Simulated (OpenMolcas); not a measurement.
## Lines of Hg I: computed and rescaled rates

```json
{"Program": "OpenMolcas 26.06", "Method": "SS-CASPT2, IPEA 0.25 Eh, imaginary shift 0.1 Eh (closed shells correlated: 5d)", "Basis": "ANO-RCC-VQZP [9s8p6d4f2g1h]", "Scalar Hamiltonian": "DKH2, point nucleus", "Active space": "2 electrons in 4 orbitals (6s 6p)", "State averaging": "2S+1 = 3 even, 3 roots (0 in the spin-orbit step); 2S+1 = 1 even, 1 root; 2S+1 = 3 odd, 3 roots; 2S+1 = 1 odd, 3 roots", "Spin-orbit coupling": "state interaction with AMFI integrals over the reference wave functions, term energies averaged over their components"}
```

Rates come from the transition moments of the reference wave functions (E1 and E2 in the length form). At fixed line strength A goes as λ^-3 for E1 and M1 and as λ^-5 for E2, so a rate at the computed wavelength can be rescaled to the measured one. Measured vacuum wavelengths follow from level energies in NIST Handbook of Basic Atomic Spectroscopic Data. Branching counts decays inside the model space alone, at computed energies, and the table is only a selection of the E2 and M1 lines, drawn from those between levels with measured partners whose computed energy lies within a factor of 1.5 of the measured one.

```
      Upper        Lower  Type  λ computed (nm)  λ measured (nm)  A computed (s-1)  A rescaled (s-1)  Branching %
6s 6p 3P* 2  6s 6p 3P* 1    M1             2759             2160          6.41e-01          1.34e+00         97.2
6s 6p 3P* 2  6s 6p 3P* 0    E2             1890             1563          1.37e-02          3.54e-02          2.1
6s 6p 3P* 2  6s 6p 3P* 1    E2             2759             2160          4.64e-03          1.58e-02          0.7
```

The largest correction is for 6s 6p 3P* 2 → 6s 6p 3P* 1 (E2): 4.64e-03 × (2759 / 2160)^5 = 1.58e-02 s-1, a factor of 3.40.

No measured rate stands beside these. Rescaling mends the energy factor alone: line strengths can still be far off where a level mixes with configurations outside the active space, and weak or spin-changing lines hang on small mixing coefficients that depend on the term gaps too, so rescaling need not improve them.

Some high roots are left out of the spin-orbit mixing, which shifts the levels that they would mix with. Spin-orbit splittings of 6p shells tend to come out small when the coupling is added on scalar orbitals. Computed and measured levels are paired by configuration, term and J; levels that our copy of the source lacks, or whose pairing is in doubt (as where it misses far off the trend of its configuration), stay unpaired. Levels of configurations outside the active space are missing.

* marks odd parity.
